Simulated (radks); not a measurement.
Results of a calculation; reference values are marked as such.
Sn16+, configuration [Ar] 3d10 4s2 4p4 (the NIST ground configuration). Level of theory: non-relativistic Kohn-Sham, TPSS, spin-polarised, spherical densities, point nucleus; open shells are filled with parallel spins first (spin-orbit coupling, left out, can overturn this in heavy ions); meta-GGA in the generalised Kohn-Sham scheme; relativity is left out, which matters for an element this heavy (a radial shooting solver on a logarithmic mesh with Libxc functionals).

Unscreened Slater integrals over Kohn-Sham orbitals (cm^-1). They are taken over the spin-up orbitals.

integral,value
"F0(4p,4p)",252070
"F2(4p,4p)",133720
"F0(4p,4s)",254770
"G1(4p,4s)",174780
"F0(4p,3d)",321460
"F2(4p,3d)",85599
"G1(4p,3d)",28090
"G3(4p,3d)",27803
"F0(4s,4s)",257660
"F0(4s,3d)",325950
"G2(4s,3d)",28258
"F0(3d,3d)",642140
"F2(3d,3d)",322960
"F4(3d,3d)",206740

Derived for the open shells (J is the average intra-shell exchange parameter used in DFT+U). 4p: J = F2/5 = 26740 cm^-1.
